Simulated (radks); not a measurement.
Results of a calculation; reference values are marked as such.
How relativity changes the ionisation of neutral bromine ([Ar] 3d10 4s2 4p5) to Br+ ([Ar] 3d10 4s2 4p4). Spin-unpolarised spherical Kohn-Sham, PBE, point nucleus unless stated (finite: rms radius 4.1629 fm), a radial shooting solver on a logarithmic mesh with Libxc functionals. A level marked "c x" has the speed of light scaled by that factor and shares open shells by 2j + 1; other Dirac levels either fill j = l - 1/2 first or share by 2j + 1.

level                               E(Br) (hartree)  E(Br+) (hartree)  IE (eV)   HOMO  <r> HOMO (bohr)
non-rel.                                -2573.77645       -2573.31409   12.581     4p            2.111
scalar-rel.                             -2606.41276       -2605.95140   12.554     4p            2.105
scalar-rel., finite nucleus             -2606.39225       -2605.93089   12.554     4p            2.105
Dirac, 2j+1 shares                      -2606.59107       -2606.12951   12.560  4p3/2            2.122
Dirac, low j first                      -2606.59714       -2606.14345   12.345  4p3/2            2.124
Dirac, 2j+1 shares, finite nucleus      -2606.57054       -2606.10898   12.560  4p3/2            2.122
Dirac, c x 2                            -2581.78346       -2581.32132   12.575  4p3/2            2.114
Dirac, c x 5                            -2575.04911       -2574.58678   12.580  4p3/2            2.112
Dirac, c x 100                          -2573.77963       -2573.31727   12.581  4p3/2            2.111

NIST Atomic Spectra Database: 11.814 eV (measured). The relativistic part of the total energy of Br is -32.79 hartree (Dirac, 2j+1 shares, finite nucleus), 1.3 % of the non-relativistic value. Spin polarisation and multiplet splitting of open shells are left out at every level.

Beside tabulated values, note that spin-unpolarised runs miss the spin-polarisation part of the exchange energy of open shells.
